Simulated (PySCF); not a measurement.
CH4F2Ge. Atoms are numbered in the order given.

```xyz
8

Ge     0.0484     0.2790     0.0000
C     -1.7984    -0.2987     0.0000
F      0.8508    -0.4262    -1.3750
F      0.8508    -0.4262     1.3750
H      0.3804     1.7775     0.0000
H     -2.3112     0.0783    -0.8969
H     -2.3112     0.0783     0.8969
H     -1.8294    -1.3978     0.0000
```
Charge 0, spin multiplicity 1.

Geometry: B3LYP-D3(BJ)/def2-SVP.

Method: M06-2X/def2-TZVP (PySCF).

ESP charges are fitted to the potential on shells at 1.4 to 2.0 van der Waals radii. Atomic charges (e):

```json
[
 {"atom": "Ge1", "Löwdin": "0.49", "meta-Löwdin": "1.34", "ESP fit": "1.01", "Mulliken": "0.89"},
 {"atom": "C2", "Löwdin": "-0.51", "meta-Löwdin": "-0.60", "ESP fit": "-0.83", "Mulliken": "?"},
 {"atom": "F3", "Löwdin": "-0.16", "meta-Löwdin": "-0.54", "ESP fit": "-0.38", "Mulliken": "?"},
 {"atom": "F4", "Löwdin": "-0.16", "meta-Löwdin": "-0.54", "ESP fit": "-0.38", "Mulliken": "?"},
 {"atom": "H5", "Löwdin": "-0.07", "meta-Löwdin": "-0.10", "ESP fit": "-0.11", "Mulliken": "0.01"},
 {"atom": "H6", "Löwdin": "0.14", "meta-Löwdin": "0.14", "ESP fit": "0.22", "Mulliken": "?"},
 {"atom": "H7", "Löwdin": "0.14", "meta-Löwdin": "0.14", "ESP fit": "0.22", "Mulliken": "?"},
 {"atom": "H8", "Löwdin": "0.14", "meta-Löwdin": "0.15", "ESP fit": "0.25", "Mulliken": "?"}
]
```

What belongs in the gaps? (The exact figures need the calculation; the answer reports its results.)


- C2, Mulliken: -0.59
- F3, Mulliken: -0.41
- F4, Mulliken: -0.41
- H6, Mulliken: 0.17
- H7, Mulliken: 0.17
- H8, Mulliken: 0.18
